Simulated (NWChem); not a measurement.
Species: C4H8; SMILES C=CCC

```xyz
12

C      0.0473     1.8646    -0.2758
C      0.1961     0.7215     0.3957
C     -0.5746    -0.5390     0.1539
C      0.3160    -1.7233    -0.2101
H     -0.6897     1.9624    -1.0802
H      0.6519     2.7462    -0.0467
H      0.9524     0.6742     1.1915
H     -1.1448    -0.7882     1.0677
H     -1.3204    -0.3665    -0.6397
H      0.8802    -1.5260    -1.1346
H     -0.2777    -2.6372    -0.3641
H      1.0490    -1.9339     0.5852
```
Atoms are numbered in this order, from 1.

Level: PBE0/def2-SVP (NWChem), optimised geometry, unscaled harmonic frequencies. 

```csv
frequency (cm⁻¹),IR intensity (km/mol)
107,0.1
237,0.0
314,0.4
433,0.7
656,9.9
792,4.2
872,2.4
943,42.7
977,3.9
1031,7.7
1054,3.3
1094,3.3
1192,0.7
1277,0.1
1301,1.2
1336,1.6
1394,2.1
1429,2.8
1453,4.4
1468,7.1
1479,6.5
1744,10.6
3043,22.3
3054,24.7
3103,6.9
3145,1.7
3149,41.1
3154,20.9
3160,2.8
3258,9.0
```

The zero-point energy is 68.1 kcal/mol and the thermal correction to the enthalpy at 298.15 K (with zero-point energy) is 72.0 kcal/mol. The heat capacity Cv is 17.8 cal/(mol K) and the entropy at 298.15 K and 1 atm (symmetry number 1) is 70.9 cal/(mol K). The dipole moment is 0.39 D.

Rigid rotor and harmonic oscillator.
